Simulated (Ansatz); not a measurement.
ZrS2, relaxed as a quintet with UKS B3LYP-D4/def2-TZVP in Ansatz, starting from the B3LYP-D4/def2-TZVP geometry of the neutral singlet. Force threshold 0.02 eV/Å.

In the def2 sets Zr takes a core potential; there is no spin–orbit coupling. At B3LYP-D4/def2-TZVP a triplet of charge 0 lies 1.40 eV below the quintet, each at its own geometry. The structure comes from a short search, and lower isomers may exist.

Start:

```xyz
3

Zr    0.154   -0.403    1.344
S     0.245   -0.742   -0.992
S    -0.399    1.145   -0.352
```

```tsv
step	energy (eV)	largest force component (eV/Å)	SCF passes
1	-22950.7198	2.023	23
2	-22951.1029	2.159	103
3	-22951.2381	2.190	30
4	-22951.4672	0.938	24
5	-22951.4913	0.526	26
6	-22951.4989	0.076	27
7	-22951.4992	0.016	27
```

Force components are those of the run's own axes.

End:

Cartesian coordinates in Å:
```
Zr 0.176 -0.459 1.530
S 0.219 -0.668 -1.069
S -0.394 1.127 -0.461
```

By distances, no bond broke or formed. The bond that changes most is Zr1–S3, from 2.36 to 2.61 Å (atoms count from 1).

No frequencies were taken in this run, so the end may be a saddle point.

Hardware: 4 threads of Arm Neoverse V2 on a shared host. Wall time 12 s.
